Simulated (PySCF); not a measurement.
CH7NOSi, SMILES C[Si@H](N)O. Atoms are numbered in the order given.

```xyz
11

C     -1.5584    -0.7170    -0.3158
Si     0.0275     0.2824    -0.2418
N      1.3321    -0.8536    -0.3483
O      0.1801     1.1765     1.1642
H     -1.5719    -1.5086     0.4518
H     -1.6821    -1.1968    -1.3012
H     -2.4316    -0.0666    -0.1483
H      0.0175     1.3366    -1.2939
H      2.2902    -0.5457    -0.4839
H      1.1821    -1.7652    -0.7686
H      0.3954     0.6583     1.9494
```

Geometry optimised at B3LYP-D3(BJ)/def2-SVP. The structure was generated by enumeration; whether it is a known compound was not checked. The values are those of a single conformer.

Two levels are set side by side: PBE/pcSseg-1 (PySCF) and PBE0/pcSseg-1 (PySCF). GIAO shifts against H2O (¹⁷O), NH3 (¹⁵N), TMS (²⁹Si), TMS (¹H), TMS (¹³C) at the same level; non-relativistic, no solvent, atoms listed together averaged. Differences are taken from unrounded values.

```
quantity               PBE0    PBE  PBE minus PBE0
--------------------  -----  -----  --------------
δ(¹³C) of C1 (ppm)      2.2    2.2             0.0
δ(²⁹Si) of Si2 (ppm)  -11.3  -12.0            -0.7
δ(¹⁵N) of N3 (ppm)     32.7   37.9             5.2
δ(¹⁷O) of O4 (ppm)     56.3   65.9             9.6
δ(¹H) of H8 (ppm)      5.19   5.45            0.26
δ(¹H) of H11 (ppm)     1.32   1.18           -0.14
```

Rough cost on one machine, each run with all the roots and properties that it gave: PBE0 against PBE within a factor of 2.
